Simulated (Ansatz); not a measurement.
A search over several starts for the lowest SCF solution of BBr₃ at the given spin, in a small basis.

```yaml
crystal:
  periodic: [false, false, false]
  atoms:
    - {symbol: B, position_ang: [-0.000017, 0.000009, 0.001485]}
    - {symbol: Br, position_ang: [1.898831, -0.027600, 0.013840]}
    - {symbol: Br, position_ang: [-0.925420, 1.658216, -0.016440]}
    - {symbol: Br, position_ang: [-0.973395, -1.630615, 0.001115]}
basis:
  gaussian: {orbitals: def2-SVP, initial_orbitals: start.molden}
hamiltonian: {xc: pbe0, dispersion: d4}
output: {orbitals: {seedname: orbitals}}
```

The file start.molden holds the orbitals of an earlier run on this structure, at another level or in another basis.

```sh
$ ansatz run in.yaml --threads 2 --pin off --events-out ev --progress --plain --max-ram 4352MiB
```

It prints (some lines left out):

```
Functional definition: PBE0
1056 factors; integrals over basis functions are off by at most 8.7e-4 eV
mean field evaluation 1: about -210767.0163 eV, gradient 1.5e-1 eV
mean field evaluation 2: about -210767.0357 eV, gradient 4.0e-4 eV
mean field evaluation 4: about -210767.0357 eV, gradient 1.4e-5 eV
mean field evaluation 8: about -210767.0160 eV, gradient 2.8e-1 eV
mean field evaluation 16: about -210767.0357 eV, gradient 2.0e-4 eV
mean field -210767.03568599 eV, -7745.5456984324 hartree, gradient 1.4e-5 eV, S^2 0.000000; 1 other end points of the search recorded, 0 dependent functions left out
reference -210767.03570771 eV, -7745.5456992303 hartree; 55, 55 occupied and 55, 55 virtual orbitals, 1056 factors
Total energy: -210767.18090602 eV, -7745.5510351698 hartree
```

Hardware: 2 threads of Intel Xeon Platinum 8488C on a shared host. Wall time 2.4 s.
